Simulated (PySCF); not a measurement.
Input of a run (PBE0-D3(BJ)/def2-SVP geometry optimisation, gas phase (PySCF 2.14.0)), started from GFN2-xTB:
```
{"job": {"xc": "PBE0", "basis": "def2-SVP", "d3": "d3bj", "grid": 2, "kind": "geom"}, "charge": 0, "multiplicity": 1}
C     -1.850943    -1.440188     0.642355
O     -1.999973    -0.078238     0.340681
C     -0.899001     0.520908    -0.241666
Si    -1.235815     2.357094    -0.528963
C      0.206954    -0.084324    -0.568126
C      1.376368    -0.590373    -0.827575
Si     2.791178    -0.649677     0.416263
H     -2.779786    -1.759561     1.111917
H     -1.672716    -2.028242    -0.265591
H     -1.011408    -1.602052     1.328467
H     -0.112897     2.910919    -1.286478
H     -1.364380     3.019869     0.770784
H     -2.490408     2.482148    -1.272212
H      1.566167    -1.013768    -1.808248
H      3.286511    -2.029813     0.476464
H      3.872930     0.232234    -0.032207
H      2.310221    -0.234905     1.734226
```

Output (energies in Eh, forces in Eh/bohr):
```
step   0  E = -811.69933259  max force = 0.031564
step   1  E = -811.70280378  max force = 0.004019
step   2  E = -811.70289925  max force = 0.001804
step   3  E = -811.70293458  max force = 0.000642
step   4  E = -811.70295043  max force = 0.000558
step   5  E = -811.70297716  max force = 0.000403
step   6  E = -811.70299397  max force = 0.000410
step   7  E = -811.70301059  max force = 0.000476
step   8  E = -811.70301873  max force = 0.000343
optimisation converged
```

**Question.** Summarise the run.

**Answer.** The energy falls by 9.7 kJ/mol over 9 energy and gradient evaluations, the largest force component goes from 0.0316 to 3.4e-04 Eh/bohr, and the atoms move by 0.126 Å rms after alignment. Among the bonds, Si4–H12, Si4–H13, Si7–H15, Si7–H16 and Si7–H17 change most and about equally (+0.029 to +0.030 Å). Bonds longer at the end by more than 0.005 Å: 12 of 16; shorter: 3. Among the angles that change most is Si4–C3–C5, from 124.4° to 120.1°. The energy never rose by more than 1e-6 Eh on the way. The first step brought 94 % of the lowering.

**Question.** What are the final bond lengths?

**Answer.** C1–O2 1.404 Å, O2–C3 1.359 Å, C3–Si4 1.884 Å, C3=C5 1.321 Å, C5=C6 1.313 Å, C6–Si7 1.876 Å, C1–H8 1.097 Å, C1–H9 1.105 Å, C1–H10 1.105 Å, Si4–H11 1.490 Å, Si4–H12 1.494 Å, Si4–H13 1.494 Å, C6–H14 1.101 Å, Si7–H15 1.497 Å, Si7–H16 1.496 Å, Si7–H17 1.492 Å. Numbering counts from 1 in the input's order; the species is `COC([SiH3])=C=C[SiH3]`.

The run used 156 basis functions and 64 SCF cycles in all. On Arm Neoverse V1, one thread, shared host, this took 1.8 min wall and 0.75 GiB of memory at its peak.

Stationary, but not proved a minimum. The numbers are those of one conformer.

Conformer computed: `[CH3:1][O:2][C:3]([SiH3:4])=[C:5]=[CH:6][SiH3:7]`: C1–O2–C3–Si4 -179°.
